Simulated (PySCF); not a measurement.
BrH, SMILES Br. Heavy atoms are numbered as in [BrH:1]. Hydrogens are named by the atom that carries them.

Coordinates come from a PBE-D3(BJ)/def2-TZVPD optimisation.

Method: KT2/pcSseg-2 (PySCF).

GIAO shieldings, no solvent; atoms alike by connectivity are averaged. δ = σ(ref) − σ: ¹H against TMS (σ = 31.47 ppm), references at their B3LYP-D3(BJ)/def2-TZVP geometries, non-relativistic (without spin–orbit terms, shifts of atoms bonded to Cl or Br come out too high).

Computed chemical shifts:
```json
[
 {"nucleus": "¹H", "atoms": "H on Br1", "count": "1", "δ (ppm)": "0.45"}
]
```
